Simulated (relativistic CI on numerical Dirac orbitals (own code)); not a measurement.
# Cu4+: resonant inelastic scattering at the L2,3 edge

Computed with this model: Dirac-Coulomb-Breit CI, separate exchange-only KLI orbitals for each configuration, model QED (radiative potential, 1s self-energy scaled to tabulated hydrogen-like ionisation energies), valence Slater integrals scaled by 0.9, Kramers-Heisenberg scattering through one core-hole configuration in a parametric crystal field; configurations [Ar] 3d7 → [He] 2s2 2p5 3s2 3p6 3d8; 300 K; core-hole width 0.4 eV; summed over polarisations. Incident energies are the highest absorption maxima for each field (at most a few, so the weaker spin-orbit partner edge can be absent), on the computed scale of the free ion. Intensities are in per cent of the strongest line above 0.02 eV; levels within 1 cm⁻¹ are merged; final levels count from the ground level, the first row holds all elastic scattering, lines under 0.4 are left out and each table stops after 24 rows. The scale of the Slater integrals is a model choice and moves the terms in proportion.

Field parameters in Wybourne normalisation: D4h B²₀ = −7Ds, B⁴₀ = 21(Dq − Dt), B⁴₄ = 21√(5/14) Dq; Oh B⁴₀ = 21Dq, B⁴₄ = √(5/14) B⁴₀. The field is a parameter set, without covalency.

S is read from ⟨S²⟩ = S(S + 1).

D4h, 10Dq = 33500, Ds = -1320, Dt = 480 cm⁻¹:

```tsv
Final level (eV)	Degeneracy	Irrep	S	936.4 eV	938.6 eV	940.4 eV
0.000	2	Γ7	0.61	67.0	207.7	182.9
0.301	2	Γ6	0.91	32.2	6.3	100.0
0.446	2	Γ6	1.38	7.8	2.6	32.5
0.473	2	Γ6	1.38	7.9	3.3	12.1
0.526	2	Γ7	1.49	6.9	8.8	8.6
0.613	2	Γ7	1.45	7.8	3.6	3.1
1.219	2	Γ7	1.50	12.9	4.9	10.9
1.244	2	Γ6	1.48	11.6	0.6	1.6
3.292	2	Γ7	0.51	13.0	23.1	62.3
3.304	2	Γ6	0.55	13.3	17.7	42.2
3.544	2	Γ6	0.61	14.8	1.9	12.5
3.585	2	Γ7	0.60	6.9	12.8	20.1
3.891	2	Γ7	1.46	0.8	8.5	6.9
3.895	2	Γ7	0.61	2.1	26.7	18.9
3.910	2	Γ6	1.43	2.3	6.1	6.1
4.102	2	Γ6	0.58	8.2	7.6	40.4
4.366	2	Γ6	1.47	2.7	3.8	1.7
4.398	2	Γ6	1.47	4.9	3.3	4.7
4.408	2	Γ7	1.18	2.4	20.6	2.8
4.433	2	Γ7	1.22	7.8	1.9	9.8
4.475	2	Γ7	1.22	6.5	6.7	5.3
4.511	2	Γ6	0.51	13.8	0.9	5.7
5.139	2	Γ6	0.51	9.1	7.0	5.1
5.905	2	Γ6	1.49	0.8	0.8	3.7
```

Oh, 10Dq = 26600 cm⁻¹:

```tsv
Final level (eV)	Degeneracy	Irrep	S	936 eV	938.6 eV	940.5 eV
0.000	4	Γ8	1.01	96.4	146.3	108.0
0.013	2	Γ6	1.50	6.2	4.6	30.3
0.111	4	Γ8	1.44	23.1	58.9	33.8
0.240	2	Γ7	1.50	2.7	8.7	6.8
0.339	4	Γ8	1.22	0.5	34.6	8.5
2.914	4	Γ8	0.82	14.4	11.0	100.0
3.012	2	Γ6	0.95	5.3	32.0	17.6
3.023	4	Γ8	0.91	4.9	11.6	18.9
3.078	2	Γ7	1.03	0.4	1.2	31.9
3.136	4	Γ8	1.40	9.2	38.7	17.0
3.175	2	Γ6	1.20	17.6	18.9	5.0
3.296	2	Γ7	1.13	0.5	0.7	5.3
3.310	4	Γ8	1.14	8.1	20.3	14.1
4.064	4	Γ8	0.52	23.3	5.0	21.7
4.168	2	Γ6	0.51	7.5	4.1	22.0
5.431	2	Γ7	1.46	1.1	1.1	6.2
5.443	4	Γ8	1.49	2.0	4.2	14.1
5.545	4	Γ8	1.48	0.1	6.7	23.6
5.578	2	Γ6	1.47	0.0	4.0	29.0
5.825	2	Γ7	0.57	0.1	0.1	4.5
5.845	4	Γ8	0.57	0.3	0.9	4.5
5.849	2	Γ6	0.55	0.1	5.8	4.4
6.448	4	Γ8	1.47	0.3	8.4	3.1
6.494	4	Γ8	0.52	0.7	2.6	7.8
```

D4h, 10Dq = 13800, Ds = 130, Dt = 1130 cm⁻¹:

| Final level (eV) | Degeneracy | Irrep | S | 936.9 eV | 937.8 eV | 939.5 eV |
| --- | --- | --- | --- | --- | --- | --- |
| 0.000 | 2 | Γ6 | 1.50 | 134.0 | 342.3 | 160.2 |
| 0.018 | 2 | Γ7 | 1.50 | 40.8 | 48.3 | 37.4 |
| 0.024 | 2 | Γ6 | 1.50 | 56.4 | 100.0 | 27.3 |
| 0.143 | 2 | Γ7 | 1.50 | 12.6 | 61.3 | 9.8 |
| 0.271 | 2 | Γ6 | 1.50 | 12.6 | 45.0 | 16.6 |
| 0.342 | 2 | Γ7 | 1.50 | 5.4 | 63.1 | 11.0 |
| 0.652 | 2 | Γ6 | 1.49 | 15.8 | 18.1 | 58.6 |
| 0.672 | 2 | Γ7 | 1.50 | 4.5 | 10.6 | 24.9 |
| 1.390 | 2 | Γ6 | 1.50 | 10.5 | 13.2 | 76.3 |
| 1.407 | 2 | Γ7 | 1.49 | 14.0 | 17.9 | 63.3 |
| 1.416 | 2 | Γ6 | 1.49 | 15.8 | 22.4 | 20.3 |
| 1.470 | 2 | Γ7 | 1.50 | 4.2 | 44.5 | 20.6 |
| 1.972 | 2 | Γ6 | 1.50 | 4.9 | 14.5 | 14.6 |
| 1.985 | 2 | Γ7 | 1.49 | 4.7 | 5.9 | 12.2 |
| 2.234 | 2 | Γ6 | 0.52 | 13.8 | 10.2 | 11.3 |
| 2.641 | 2 | Γ7 | 0.52 | 4.7 | 11.6 | 8.5 |
| 2.753 | 2 | Γ6 | 0.51 | 2.1 | 4.7 | 5.3 |
| 2.902 | 2 | Γ7 | 0.51 | 2.3 | 7.1 | 6.0 |
| 3.065 | 2 | Γ7 | 0.51 | 5.4 | 8.9 | 4.8 |
| 3.070 | 2 | Γ6 | 0.50 | 5.2 | 6.3 | 5.2 |
| 3.210 | 2 | Γ7 | 0.51 | 2.7 | 13.0 | 4.4 |
| 3.247 | 2 | Γ6 | 0.51 | 9.3 | 12.2 | 5.2 |
| 3.328 | 2 | Γ6 | 0.54 | 3.1 | 7.6 | 5.7 |
| 3.521 | 2 | Γ7 | 1.26 | 2.6 | 3.6 | 28.8 |

For the first field the strongest loss at the lowest incident energy is the level at 0.30 eV (S = 0.91, against 0.61 in the thermal ground state). Levels of other spin, the first over 8 % at 0.45 eV, appear because spin-orbit coupling of the core hole, and in heavier ions of the valence shell too, mixes spins.
